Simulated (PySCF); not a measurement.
CH6N, SMILES C[NH3+], charge +1.

Geometry: PBE0-D3(BJ)/def2-TZVP. The isomer is the one that the SMILES or the coordinates give; other isomers of the formula were not compared.

Level of theory: CAM-B3LYP/def2-TZVPD (PySCF).

The molecule is in vacuum.

Question: Estimate the frontier levels, gap, dipole moment and polarisability. (Estimate from the structure and the level; the computed values follow.)

Answer: 
* **highest occupied level**: -18.87 eV
* **lowest empty level**: -4.81 eV
* **orbital gap**: 14.06 eV
* **dipole moment about the centre of nuclear charge**: 2.19 D
* **mean static polarisability**: 20.1 bohr³ (2.98 Å³)
* **polarisability, principal values**: 19.1, 19.1, 22.0 bohr³
